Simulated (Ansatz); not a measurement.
Species: C₃H₅O, charge -1, multiplicity 1. It need not be the lowest isomer of its formula. Whether it binds its extra electron was not tested at this geometry. 
Coordinates optimised at B3LYP-D3(BJ)/def2-TZVP (Ansatz, a program for electronic structure):
```
C
C 1 1.3343
H 2 1.0872 1 120.66
H 2 1.0875 3 116.56 1 178.71
H 1 1.0902 2 119.44 3 177.49
C 1 1.5230 5 113.05 2 174.67
O 6 1.3313 1 111.58 5 -53.27
H 6 1.1350 7 116.00 1 120.83
H 6 1.1429 8 102.31 7 -126.55
```
Charge -1, spin multiplicity 1.

Basis-set convergence of Hartree-Fock and CCSD correlation energies (hartree) with Ansatz. Cores are frozen in the correlated levels unless marked. No spin-orbit coupling. Non-relativistic. This anion needs diffuse functions, which these sets lack.

| basis | functions | E(HF) | E(corr, CCSD) |
|---|---|---|---|
| cc-pVDZ | - | -191.29424 | -0.64013 |
| cc-pVTZ | 190 | -191.36217 | -0.77820 |
| cc-pVQZ | 370 | … | … |

Question: What belongs in the gaps?

Answer: 
- cc-pVQZ, E(HF): -191.38102
- cc-pVQZ, E(corr, CCSD): -0.82313
